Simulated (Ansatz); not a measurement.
CH7GeNSi can be A, `[NH2][GeH]1[CH2][SiH2]1`, or B, `[CH2]1[SiH2][NH][GeH2]1`.

Program: Ansatz. Geometries: PBE0-D4/def2-TZVP. ΔE: electronic, gas phase. CCSD(T)/CBS adds triple-zeta CCSD(T) − MP2 to the extrapolated MP2 energy (def2 sets, frozen cores). Functionals use def2-TZVPP. B3LYP here is the variant with VWN-RPA as its local correlation; programs differ in this. For Ge outer-core shells are correlated without core-valence functions, which leaves a few kJ/mol of doubt a bond. Scalar relativity is left out up to krypton. One conformer a species, not always the lowest.

(1) Which is lower in electronic energy at CCSD(T)/CBS, and by how much? (Best estimate.)

(2) Give E(B) − E(A) in kcal/mol with B2PLYP, CCSD/def2-TZVPP, MP2/def2-TZVPP, ωB97M-V, HF/def2-TZVPP, CCSD(T)/def2-TZVPP, B3LYP. (Estimate.)

Largest T1 diagnostic: 0.012.

Answers

(1) Computed: B, by 35.6 kcal/mol.

(2) Computed: B2PLYP -35.6, CCSD/def2-TZVPP -37.0, MP2/def2-TZVPP -37.6, ωB97M-V -36.3, HF/def2-TZVPP -41.3, CCSD(T)/def2-TZVPP -36.1, B3LYP -33.8. None reverses the order clearly.

In def2-TZVPP, CCSD(T) changes the Hartree–Fock value by +5.2 kcal/mol (the triples alone add +0.9 kcal/mol) and MP2 by +3.7 kcal/mol. The D4 term adds −0.9 kcal/mol with B3LYP and −0.4 kcal/mol with PBE0; it sums over pairs of atoms, weighted by their polarisabilities, and B3LYP, whose exchange is more repulsive, gets the larger term.
